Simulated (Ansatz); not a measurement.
Reactions of `CN=C(O)C=O`.

Program: Ansatz. Geometries: PBE0-D4/def2-TZVP. ΔE: electronic, gas phase. CCSD(T)/CBS is the MP2 limit (def2-TZVPP, def2-QZVPP) plus CCSD(T) − MP2 in def2-TZVPP, frozen cores. This one scheme is used for every species. Double bonds are as drawn, so ΔE can hold a change between cis and trans. For Ge outer-core shells are correlated without core-valence functions, which leaves a few kJ/mol of doubt a bond. Scalar relativity is left out up to krypton. One conformer a species, not always the lowest.

Problem. Order these by ΔE at CCSD(T)/CBS, lowest first. (An estimate is asked.)
A. `C/N=C(/O)C=O` + `CC=N` → `CC(=N)C=O` + `C/N=C/O`
B. `C/N=C(/O)C=O` + H₂O → `CN=C(O)O` + `C=O`
C. `C/N=C(/O)C=O` + `[NH2][GeH3]` → `[NH2][GeH2][CH]=O` + `C/N=C/O`
D. `C/N=C(/O)C=O` + HCl → `C/N=C(/O)Cl` + `C=O`

Solution. A (-0.22 eV), C (+0.01 eV), B (+0.21 eV), D (+0.36 eV).

Largest T1 diagnostic: 0.015, for `C=O`.
